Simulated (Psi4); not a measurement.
# AlSbH3F (SMILES [F][AlH][SbH2]): the vertical ionisation energy, rung by rung

The species is AlSbH3F (6 atoms), meant as a singlet with charge 0. As SMILES, `[F][AlH][SbH2]`. The coordinates come from a PBE0-D4/def2-TZVP relaxation. This is one conformer, not always the lowest.

Each level gives the vertical ionisation energy (to the doublet cation) (eV). The values are calculated.

```tsv
level	kind	program	value (eV)	CPU time (all runs)
SVWN5/def2-SVP (core potential)	LDA	Psi4	9.21	43 s
PBE/def2-SVP (core potential)	GGA	Psi4	9.02	67 s
M06-L/def2-SVP (core potential)	meta-GGA	Psi4	9.05	1.7 min
TPSS/def2-SVP (core potential)	meta-GGA	Psi4	9.09	2.3 min
BHLYP/def2-SVP (core potential)	global hybrid	Psi4	9.21	58 s
PBE0/def2-SVP (core potential)	global hybrid	Psi4	9.20	59 s
HSE06/def2-SVP (core potential)	range-separated hybrid	Psi4	9.21	2.9 min
CCSD/def2-SVP (core potential)	coupled cluster or CI	Psi4	9.01	2.1 min
```

Spin-orbit coupling, which can split open shells on such heavy atoms by tenths of an eV, is left out. The values span 9.01 to 9.21 eV. In the correlated wave-function rows the outer d shell of Sb is correlated, in sets not made for it. CPU times are rough (shared hosts, several kinds of processor): they show what a rung costs within a factor of a few.
